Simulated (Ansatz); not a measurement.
Species: chloro(trimethyl)germane, C3H9ClGe (charge 0, singlet). 
Structure (B3LYP-D3(BJ)/def2-TZVP (Ansatz, an electronic-structure program) minimum search):
```xyz
14

C     -1.6247    -0.9952     0.7707
Ge    -0.0299     0.0295     0.2851
C      1.6046    -0.6979     1.0782
C     -0.2375     1.9478     0.6112
Cl     0.1983    -0.1961    -1.8934
H     -1.7987    -0.9266     1.8458
H     -2.4946    -0.6026     0.2458
H     -1.4926    -2.0418     0.4998
H      1.7170    -1.7464     0.8053
H      2.4717    -0.1455     0.7186
H      1.5590    -0.6175     2.1655
H      0.6408     2.4842     0.2545
H     -1.1158     2.3225     0.0872
H     -0.3563     2.1335     1.6800
```
Charge 0, spin multiplicity 1.

Dipole moments at this geometry, in debye (magnitudes).

| level | program | dipole (D) |
|---|---|---|
| PBE/def2-TZVPD | Ansatz | 2.89 |
| r2SCAN/def2-TZVPD | Ansatz | [?] |
| B97M-V/def2-TZVPD | Ansatz | 2.92 |
| BHLYP/def2-TZVPD | Ansatz | 3.00 |
| r2SCANh/def2-TZVPD | Ansatz | 2.96 |
| r2SCAN0/def2-TZVPD | Ansatz | 2.98 |
| HSE06/def2-TZVPD | Ansatz | 2.95 |
| LC-wPBE/def2-TZVPD | Ansatz | 3.01 |
| CCSD(T)/def2-SVPD | Ansatz | [?] |

Q: What belongs in the gaps?

A: 
- r2SCAN/def2-TZVPD, dipole (D): 2.94
- CCSD(T)/def2-SVPD, dipole (D): 2.92
